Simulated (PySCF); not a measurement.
C2H7BGeS.
Cartesian coordinates in Å at the PBE0-D3(BJ)/def2-SVP level; atoms count from 1:
```
atom  x, y, z in Å
B1     2.082    0.525    0.633
Ge2    1.457   -0.846   -0.767
S3    -0.136   -2.018    0.321
C4    -1.416   -0.841    0.568
C5    -1.497    0.440    0.197
H6     2.733    0.127    1.567
H7     1.774    1.690    0.582
H8     2.483   -1.947   -1.088
H9     0.858   -0.299   -2.077
H10   -2.250   -1.301    1.111
H11   -2.389    1.022    0.439
H12   -0.706    0.955   -0.356
```

The calculation used PySCF 2.14.0, PBE0-D3(BJ)/def2-SVP geometry optimisation, gas phase.

Take the most abundant isotopes and a rigid rotor. The values belong to one conformer with, in the numbering `[BH2:1][GeH2:2][S:3][CH:4]=[CH2:5]`, H–B1–Ge2–S3 71° and -105°, B1–Ge2–S3–C4 67°, Ge2–S3–C4–C5 1°.

**Question.** What are A, B and C (MHz)?

**Answer.** Ia = 135.73, Ib = 285.09, Ic = 350.04 u·Å²; 505379 MHz·u·Å²/I gives A = 3723, B = 1773, C = 1444 MHz.

**Question.** What kind of rotor is it?

**Answer.** An asymmetric top. Ray's parameter κ = (2B − A − C)/(A − C) = -0.711; −1 is the prolate and +1 the oblate limit.

**Question.** What does the inertial defect say?

**Answer.** Not planar: Δ = Ic − Ia − Ib = -70.78 u·Å². For a rigid frame Δ = −2 Σ m c², so Σ m c² = 35.39 u·Å² lies off the ab plane: 9.95 from hydrogen and 25.44 from heavier atoms. The atom farthest from that plane is 2.24 Å away.

**Question.** Give the other two planar moments, Paa and Pbb, and the rms extents of the mass along the axes.

**Answer.** Paa = Σ m a² = (Ib + Ic − Ia)/2 = 249.70 and Pbb = Σ m b² = (Ia + Ic − Ib)/2 = 100.34 u·Å². With the mass M = 147.96 u, the rms extents √(P/M) along a, b and c are 1.30, 0.82, 0.49 Å.

**Question.** Where do the levels up to J = 2 lie, in MHz?

**Answer.** Above 0(0,0):
J = 1: 1(0,1) 3216, 1(1,1) 5167, 1(1,0) 5496
J = 2: 2(0,2) 9611, 2(1,2) 11271, 2(1,1) 12258, 2(2,1) 18110, 2(2,0) 18148
The levels of one J sum to (2J + 1)J(J + 1)(A + B + C)/3.

**Question.** Predict some low-J microwave lines.

**Answer.** The dipole components are |μa| = 0.68 D, |μb| = 1.22 D, |μc| = 0.18 D. The squared components, which scale the intensities, stand as 0.31 : 1.00 : 0.02 (a : b : c). Some of the stronger lines:

| type | branch | J(Ka,Kc) | MHz | lower level (cm⁻¹) |
| --- | --- | --- | --- | --- |
| a | Q | 1(1,0) ← 1(1,1) | 329 | 0.172 |
| a | Q | 2(1,1) ← 2(1,2) | 987 | 0.376 |
| c | Q | 2(1,2) ← 2(0,2) | 1660 | 0.321 |
| c | Q | 1(1,1) ← 1(0,1) | 1951 | 0.107 |
| b | Q | 1(1,0) ← 1(0,1) | 2280 | 0.107 |
| b | Q | 2(1,1) ← 2(0,2) | 2647 | 0.321 |
| a | R | 1(0,1) ← 0(0,0) | 3216 | 0.000 |
| b | R | 2(0,2) ← 1(1,1) | 4444 | 0.172 |
| b | R | 1(1,1) ← 0(0,0) | 5167 | 0.000 |
| c | R | 1(1,0) ← 0(0,0) | 5496 | 0.000 |
| c | Q | 2(2,1) ← 2(1,1) | 5852 | 0.409 |
| b | Q | 2(2,0) ← 2(1,1) | 5890 | 0.409 |
| a | R | 2(1,2) ← 1(1,1) | 6104 | 0.172 |
| a | R | 2(0,2) ← 1(0,1) | 6395 | 0.107 |
| a | R | 2(1,1) ← 1(1,0) | 6762 | 0.183 |
| b | Q | 2(2,1) ← 2(1,2) | 6839 | 0.376 |
| b | R | 2(1,2) ← 1(0,1) | 8055 | 0.107 |
| c | R | 2(1,1) ← 1(0,1) | 9041 | 0.107 |
| b | R | 2(2,1) ← 1(1,0) | 12614 | 0.183 |
| c | R | 2(2,0) ← 1(1,0) | 12652 | 0.183 |
| c | R | 2(2,1) ← 1(1,1) | 12943 | 0.172 |
| b | R | 2(2,0) ← 1(1,1) | 12981 | 0.172 |

**Question.** Estimate the classical rotational partition function at 50 K, 100 K and 200 K.

**Answer.** Point group C1, symmetry number σ = 1; q = (√π/σ)·√((kT/h)³/(ABC)), k/h = 20836.6 MHz/K: 19300 at 50 K, 54600 at 100 K, 154000 at 200 K.

No frequency check. No vibrational averaging or centrifugal distortion is included, and the geometry carries the error of its method. Quadrupole hyperfine structure (11B) is left out.

On one thread, Arm Neoverse V2 (aarch64), on a shared host, this took 39 s of wall time and 0.54 GiB of memory at its peak. These figures are those of the optimisation.
